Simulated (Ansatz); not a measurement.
## Relative energies of C2H8InN isomers

2 of its isomers, all singlets with charge 0: A = `C[CH2][InH][NH2]`; B = `C[NH][InH][CH3]`.

Shapes, held fixed at every level: PBE0-D4/def2-TZVP. Flexible molecules stand in one conformer, not always the lowest. Programs: Ansatz 0.2.0.

A:

```xyz
12

C    -1.3243   -0.8614   -0.2962
C    -0.0630   -1.2141    0.4806
In    1.3860    0.3822    0.5345
N     0.7809    2.0194   -0.4763
H    -1.1037   -0.6157   -1.3385
H    -1.8379    0.0026    0.1337
H    -2.0400   -1.6905   -0.3049
H    -0.3009   -1.4805    1.5145
H     0.4284   -2.0924    0.0519
H     2.9351    0.5332    1.2600
H     1.3155    2.8671   -0.5665
H    -0.0991    2.0950   -0.9587
```

B:

```xyz
12

C    -0.6657    2.2179    0.2080
N    -0.6528    0.7914   -0.0029
In    0.9196   -0.4694    0.0969
C     0.4624   -2.5287   -0.2855
H    -1.3086    2.5186    1.0470
H    -1.0029    2.7756   -0.6768
H     0.3429    2.5711    0.4395
H    -1.5666    0.4255   -0.2216
H     2.3937    0.3249    0.4803
H    -0.5791   -2.6360   -0.5893
H     0.6296   -3.1241    0.6137
H     1.1042   -2.9219   -1.0751
```

Electronic energies in kJ/mol, without zero-point or thermal terms.

| level | kind | B − A |
| --- | --- | --- |
| PBE0-D4/def2-TZVPP | global hybrid | +26.9 |
| r2SCAN0-D4/def2-TZVPP | global hybrid | +28.0 |
| wB97X-V/def2-TZVPP | range-separated hybrid | +26.6 |
| B2PLYP/def2-TZVPP | double hybrid | +25.3 |
| MP2/def2-TZVPP | perturbation theory | +29.6 |
| CCSD(T)/def2-SVP | coupled cluster or CI | +19.3 |
| CCSD/def2-SVP | coupled cluster or CI | +19.5 |
| CCSD(T)/def2-TZVPP | coupled cluster or CI | +26.9 |

The highest level, CCSD(T)/def2-TZVPP, puts A lowest of these. All levels agree on that. The B − A difference spans +19.3 to +29.6 kJ/mol over the levels. For atoms past krypton def2 sets carry core potentials with scalar relativity. Outer-core shells of In are correlated in most correlated rows, in sets that cover them unevenly.
